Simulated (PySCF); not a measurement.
From one molecule to another.

First species: C5H5F3O2.
InChI=1S/C5H5F3O2/c1-10-4(9)2-3-5(6,7)8/h2-3H,1H3/b3-2+

Second species: C4H11FS2Si2.
SMILES: `C[C@]([SiH3])(S[SiH3])C(=S)CF`

Levels: PBE0/pcSseg-1 for dipole moment, HOMO energy, LUMO energy and HOMO–LUMO gap; GFN2-xTB for rotational constant A and rotational constant C. Geometries: GFN2-xTB. All species are isolated and taken at one optimised geometry, non-relativistic unless stated. Electronic properties by PySCF.

Dipoles, sizes and rotational constants follow the conformer. The torsions of the flexible species, by atom-mapped SMILES:
- `[CH3:1][O:2][C:3](=[O:4])/[CH:5]=[CH:6]/[C:7]([F:8])([F:9])[F:10]`: C1–O2–C3–O4 0°, O2–C3–C5–C6 180°, C5–C6–C7–F8 -121°
- `[CH3:1][C@:2]([SiH3:3])([S:4][SiH3:5])[C:6](=[S:7])[CH2:8][F:9]`: C1–C2–S4–Si5 -59°, C1–C2–C6–S7 -8°, C2–C6–C8–F9 43°

Values for the first species:

```
Dipole moment         : 3.04 D
HOMO energy           : -8.62 eV
LUMO energy           : -2.11 eV
HOMO–LUMO gap         : 6.51 eV
Rotational constant A : 3.625 GHz
Rotational constant C : 0.505 GHz
```

Estimate the same properties for the second species, and the change in each.

| property | first | second | second less first |
| --- | --- | --- | --- |
| dipole moment | 3.04 D | 1.13 D | -1.91 D |
| HOMO energy | -8.62 eV | -6.65 eV | +1.97 eV |
| LUMO energy | -2.11 eV | -2.57 eV | -0.46 eV |
| HOMO–LUMO gap | 6.51 eV | 4.08 eV | -2.43 eV |
| rotational constant A | 3.625 GHz | 0.930 GHz | -2.695 GHz |
| rotational constant C | 0.505 GHz | 0.622 GHz | +0.117 GHz |

On the first: The dipole equals about 10.1 × 10⁻³⁰ C·m (1 D = 3.33564 × 10⁻³⁰ C·m).

On the second: The dipole equals about 3.8 × 10⁻³⁰ C·m (1 D = 3.33564 × 10⁻³⁰ C·m).
